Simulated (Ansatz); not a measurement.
Input for Ansatz (development build ahead of 0.2.0):

```yaml
crystal:
  periodic: [false, false, false]
  atoms:
    - { symbol: Be, position_ang: [0.0, 0.0, 0.0] }
    - { symbol: Al, position_ang: [1.19569, 1.59426, 3.45167] }
basis:
  gaussian: { orbitals: "6-31G" }
magnetization:
  initial_magnetization: 3
hamiltonian:
  xc: hf
correlation:
  method: fci
  frozen_orbitals: { Al: 5, Be: 0 }
```

The input is written out in the form of the current development build from the run's settings.

The run gave:

* Converged: yes
* Total energy: -256.40544 hartree
* State: lowest quartet root, of any spatial symmetry

Caution: another spin multiplicity may lie lower.
